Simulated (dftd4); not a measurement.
BaCl2, charge -1, doublet, at a GFN2-xTB geometry (such geometries of metal compounds can be far from the true shape) (a state made from the parent by changing its charge; the spin is typed, not shown lowest); D4 for b97d (dftd4).

dftd4 was given this input:
```
$ dftd4 mol.xyz --func b97d --charge -1 --json dftd4.json --noedisp --grad

# file mol.xyz
3

Ba     0.00338648     0.00412225     0.00467585
Cl     1.85484627     0.44365118    -1.75222559
Cl    -1.86600174    -0.45723037     1.73682281
```

Q: Predict the main parts of the log of this dftd4 run.

A: 
```
                    ____  _____ _____     ____  _  _
      -------------|  _ \|  ___|_   _|---|  _ \| || |------------
     |             | | | | |_    | | ___ | | | | || |_           |
     |             | |_| |  _|   | ||___|| |_| |__   _|          |
     |             |____/|_|     |_|     |____/   |_|            |
     |             ===================================           |
     |            E. Caldeweyher, S. Ehlert & S. Grimme          |
     |          Mulliken Center for Theoretical Chemistry        |
     |                    University of Bonn                     |
      -----------------------------------------------------------

Rational (Becke-Johnson) damping: b97d-D4-ATM
---------------------
  s6         1.0000
  s8         1.6946
  s9         1.0000
  a1         0.2890
  a2         4.1341
 alp        16.0000
--------------------

Dispersion energy:      -1.5842755198622E-02 Eh

Gradient norm:           1.0663344018107E-03 Eh/a0
--------------------------------------------------
     #    Z           dE/dx      dE/dy      dE/dz
--------------------------------------------------
     1   56 Ba    4.255E-06  5.180E-06  5.876E-06
     2   17 Cl    5.395E-04  1.285E-04 -5.108E-04
     3   17 Cl   -5.437E-04 -1.337E-04  5.049E-04
--------------------------------------------------

Virial:
--------------------------------------------------
      component           x          y          z
--------------------------------------------------
          x       3.808E-03  9.221E-04 -3.571E-03
          y       9.221E-04  2.234E-04 -8.645E-04
          z      -3.571E-03 -8.645E-04  3.349E-03
--------------------------------------------------

[Info] Dispersion results written to 'dftd4.txt'
[Info] JSON dump of results written to 'dftd4.json'
```
